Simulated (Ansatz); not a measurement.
Computed with Ansatz on PBE0-D4/def2-TZVP structures; ΔE is electronic, products minus reactants. CCSD(T)/CBS adds triple-zeta CCSD(T) − MP2 to the extrapolated MP2 energy (def2 sets, frozen cores). This one scheme is used for every species. DFT in def2-TZVPP. B3LYP here is the variant with VWN-RPA as its local correlation; programs differ in this. Each species was taken in one conformer, which may not be the lowest.

`[SiH3][CH2][AlH][SiH3]` + H₂O → `[OH][AlH][SiH3]` + `C[SiH3]`  (formal hydrolysis of the Al–C bond)

```tsv
level	ΔE (kJ/mol)	difference from CCSD(T)/CBS
PBE-D4	-127.0	3.8
r2SCAN-D4	-136.6	-5.8
B3LYP-D4	-138.7	-7.9
ωB97X-V	-136.4	-5.6
B2PLYP	-143.8	-13.0
PBE	-131.8	-1.0
r2SCAN	-138.1	-7.3
PBE0	-130.7	0.1
B3LYP	-146.3	-15.5
HF/def2-TZVPP	-150.2	-19.4
MP2/def2-TZVPP	-135.0	-4.2
SCS-MP2/def2-TZVPP	-139.3	-8.5
CCSD(T)/def2-TZVPP	-133.6	-2.8
HF/def2-QZVPP	-150.4	-19.6
MP2/def2-QZVPP	-133.5	-2.7
SCS-MP2/def2-QZVPP	-137.8	-7.0
CCSD(T)/CBS	-130.8	0
```

Largest T1 diagnostic among the species: 0.014.

In def2-TZVPP, CCSD(T) changes the Hartree–Fock value by +16.6 kJ/mol (the triples alone add +2.4 kJ/mol) and MP2 by +15.2 kJ/mol. The D4 term adds +7.7 kJ/mol with B3LYP and +4.5 kJ/mol with PBE0; it sums over pairs of atoms, weighted by their polarisabilities, and B3LYP, whose exchange is more repulsive, gets the larger term.
